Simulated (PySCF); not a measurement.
**Nb⁺ (niobium, charge +1) across methods**

[Kr] 4d4, high-spin 5D determinant. Calculation: PySCF 2.14, in aug-cc-pVDZ-PP with ECP28MDF (5s5p4d2f, 54 functions); a scalar-relativistic core potential.

```csv
method,E (hartree),mean ε 4p α (eV),mean ε 4p β (eV),mean ε 4d α (eV),Σ⟨r²⟩ (bohr²),⟨S²⟩
BLYP,-56.3441,-41.755,-39.542,-9.940,35.73,6.000
BHandHLYP,-56.3075,-47.512,-43.471,-12.385,34.77,6.001
UHF,-55.92700,-52.741,-46.472,-14.545,34.53,6.003
r2SCANh,-56.3985,-44.030,-40.716,-10.772,34.88,6.001
PBE0,-56.3804,-44.802,-41.590,-11.447,35.17,6.001
```

Estimate the same row for PBE.

E (hartree) = -56.3886; mean ε 4p α (eV) = -41.871; mean ε 4p β (eV) = -39.549; mean ε 4d α (eV) = -10.180; Σ⟨r²⟩ (bohr²) = 35.58; ⟨S²⟩ = 6.000.

Energies and moments cover only the electrons outside the core potential.
